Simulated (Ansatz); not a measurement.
CH$_{3}$NSTe, SMILES `NC(=S)[TeH]`, 7 atoms. The species carries charge 0 and has multiplicity 1. Correlated methods include outer-core shells of Te, which these sets cover unevenly. Te takes the def2 core potential. All runs use 2 threads of an AMD EPYC 9R45 on a shared host. Correlated methods freeze the cores.

(1) Give the basis size and wall time and peak host memory of each of these runs in Ansatz. RKS B97M-V/def2-TZVPP energy; RKS PBE0-D4/def2-QZVPP energy; RHF-CCSD(T)/def2-TZVPP energy; RKS PBE0-D4/def2-TZVPP energy; RKS PBE-QIDH (frozen core)/def2-TZVPP energy; RHF-MP2/def2-QZVPP energy; RKS PBE0-D4/def2-TZVP frequencies; RHF-CCSD(T)/def2-SVP energy; direct RPA on PBE orbitals/def2-TZVPP energy; RKS ωB97M-V/def2-QZVPP energy; RKS BLYP-D4/def2-TZVPP energy; RKS PBE0-D4/def2-SVP energy. (Estimate.)

Answers

(1) The calculation gave: Other jobs shared the machine, so times are rough.

```json
{"level": "RKS PBE0-D4/def2-SVP", "job": "energy", "functions": "87", "wall time": "0.75 s", "peak host memory (GiB)": "0.19"}
{"level": "RKS BLYP-D4/def2-TZVPP", "job": "energy", "functions": "196", "wall time": "1.1 s", "peak host memory (GiB)": "0.24"}
{"level": "RKS PBE0-D4/def2-TZVPP", "job": "energy", "functions": "196", "wall time": "1.6 s", "peak host memory (GiB)": "0.45"}
{"level": "RHF-CCSD(T)/def2-SVP", "job": "energy", "functions": "87", "wall time": "2.3 s", "peak host memory (GiB)": "0.33"}
{"level": "direct RPA on PBE orbitals/def2-TZVPP", "job": "energy", "functions": "196", "wall time": "2.8 s", "peak host memory (GiB)": "0.45"}
{"level": "RKS PBE-QIDH (frozen core)/def2-TZVPP", "job": "energy", "functions": "196", "wall time": "3.2 s", "peak host memory (GiB)": "0.49"}
{"level": "RKS B97M-V/def2-TZVPP", "job": "energy", "functions": "196", "wall time": "3.8 s", "peak host memory (GiB)": "0.31"}
{"level": "RKS PBE0-D4/def2-QZVPP", "job": "energy", "functions": "356", "wall time": "3.8 s", "peak host memory (GiB)": "1.1"}
{"level": "RKS ωB97M-V/def2-QZVPP", "job": "energy", "functions": "356", "wall time": "9 s", "peak host memory (GiB)": "1.2"}
{"level": "RHF-MP2/def2-QZVPP", "job": "energy", "functions": "356", "wall time": "9 s", "peak host memory (GiB)": "1.5"}
{"level": "RHF-CCSD(T)/def2-TZVPP", "job": "energy", "functions": "196", "wall time": "42 s", "peak host memory (GiB)": "2.5"}
{"level": "RKS PBE0-D4/def2-TZVP", "job": "frequencies", "functions": "167", "wall time": "58 s", "peak host memory (GiB)": "0.41"}
```
